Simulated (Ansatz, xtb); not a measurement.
# CH9ClOSi3: which of two isomers lies lower

We compare I, `CO[SiH2][SiH]([SiH3])Cl`, a singlet, with II, `CO[SiH2][SiH2][SiH2]Cl`, a singlet. Both are isolated molecules in the gas phase, relaxed with PBE-D3(BJ)/def2-SVP, each in the lowest conformer that the search found.

Question: Which of the two would you expect CCSD(T)/def2-SVP + ΔMP2/def2-TZVPP electronic energies to favour?

Answer: CCSD(T)/def2-SVP + ΔMP2/def2-TZVPP gives E(II) − E(I) = −0.032 eV, slightly favouring structure II, which is too small a margin to settle the true order.

How the difference moves with the method:

```
                             level             geometry  E(II) − E(I) (eV)  departure from the last row (eV)  job, with rough time for the two
               PBE-D3(BJ)/def2-SVP  PBE-D3(BJ)/def2-SVP              −0.012                            +0.020             optimisation, 5.8 min
                       HF/def2-SVP  PBE-D3(BJ)/def2-SVP              −0.070                            −0.038           part of the CCSD(T) run
                      MP2/def2-SVP  PBE-D3(BJ)/def2-SVP              −0.073                            −0.041           part of the CCSD(T) run
                  CCSD(T)/def2-SVP  PBE-D3(BJ)/def2-SVP              −0.065                            −0.033                      single point
CCSD(T)/def2-SVP + ΔMP2/def2-TZVPP  PBE-D3(BJ)/def2-SVP              −0.032                                               single point, 3.5 min
```

As drawn, both hold the same kinds of bond in the same numbers.

The largest departure from CCSD(T)/def2-SVP + ΔMP2/def2-TZVPP is that of MP2/def2-SVP, 0.041 eV. No reliable frequencies are at hand for II, so it isn't confirmed as a minimum. Levels run at GFN2-xTB geometries aren't shown. The last row adds to CCSD(T) the change of the MP2 difference between the two basis sets, here +0.033 eV.

The correlated steps freeze 22 core orbitals. Run with Ansatz 0.2.0, xtb 6.7.1; the last row on 2 threads of Intel(R) Xeon(R) Processor @ 2.50GHz (Skylake/Cascade Lake) on a shared host.
